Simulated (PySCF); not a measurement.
CH₆FNSi, SMILES CN[SiH2]F.

Coordinates come from a PBE0-D3(BJ)/def2-SVP optimisation. One conformer was computed; it need not be the lowest.

Calculation: TDA-PBE0/def2-SVPD in PySCF.

Vertical excitations. 

```json
[
 {"state": "S1", "energy (eV)": "6.42", "λ (nm)": "193", "f": "0.006", "main pairs": "HOMO→LUMO 96 %"},
 {"state": "S2", "energy (eV)": "7.38", "λ (nm)": "168", "f": "0.050", "main pairs": "HOMO→LUMO+2 58 %, HOMO→LUMO+1 38 %"},
 {"state": "S3", "energy (eV)": "7.42", "λ (nm)": "167", "f": "0.089", "main pairs": "HOMO→LUMO+1 55 %, HOMO→LUMO+2 36 %"},
 {"state": "S4", "energy (eV)": "7.80", "λ (nm)": "159", "f": "0.009", "main pairs": "HOMO→LUMO+3 90 %"},
 {"state": "S5", "energy (eV)": "7.85", "λ (nm)": "158", "f": "0.005", "main pairs": "HOMO→LUMO+4 94 %"},
 {"state": "S6", "energy (eV)": "8.27", "λ (nm)": "150", "f": "0.013", "main pairs": "HOMO→LUMO+5 92 %"},
 {"state": "S7", "energy (eV)": "8.62", "λ (nm)": "144", "f": "0.059", "main pairs": "HOMO−1→LUMO 87 %"},
 {"state": "S8", "energy (eV)": "8.82", "λ (nm)": "141", "f": "0.033", "main pairs": "HOMO→LUMO+6 94 %"},
 {"state": "S9", "energy (eV)": "8.94", "λ (nm)": "139", "f": "0.001", "main pairs": "HOMO−1→LUMO+1 85 %"},
 {"state": "S10", "energy (eV)": "9.11", "λ (nm)": "136", "f": "0.046", "main pairs": "HOMO→LUMO+7 87 %"},
 {"state": "T1", "energy (eV)": "6.11", "λ (nm)": "203", "f": "0", "main pairs": "HOMO→LUMO 93 %"},
 {"state": "T2", "energy (eV)": "6.59", "λ (nm)": "188", "f": "0", "main pairs": "HOMO→LUMO+1 95 %"},
 {"state": "T3", "energy (eV)": "7.09", "λ (nm)": "175", "f": "0", "main pairs": "HOMO→LUMO+2 91 %"},
 {"state": "T4", "energy (eV)": "7.67", "λ (nm)": "162", "f": "0", "main pairs": "HOMO→LUMO+3 81 %"}
]
```
Triplets are in the Tamm–Dancoff approximation.
